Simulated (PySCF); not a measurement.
HOSi, SMILES [OH+]=[Si] (connectivity only; charge and spin as stated), charge +1, multiplicity 1.

Geometry: r2SCAN-D4/def2-TZVPD. The isomer is the one that the SMILES or the coordinates give; other isomers of the formula were not compared.

Calculation: M06-2X/def2-TZVPD (PySCF).

Gas-phase values at a fixed geometry.

total energy: -365.03714 hartree
point group: C∞v
highest occupied level: -17.86 eV
lowest empty level: -7.70 eV
orbital gap: 10.17 eV
dipole moment about the centre of nuclear charge: 0.080 e·Å
mean static polarisability: 22.4 bohr³ (3.32 Å³)
polarisability, principal values: 20.7, 20.7, 25.7 bohr³
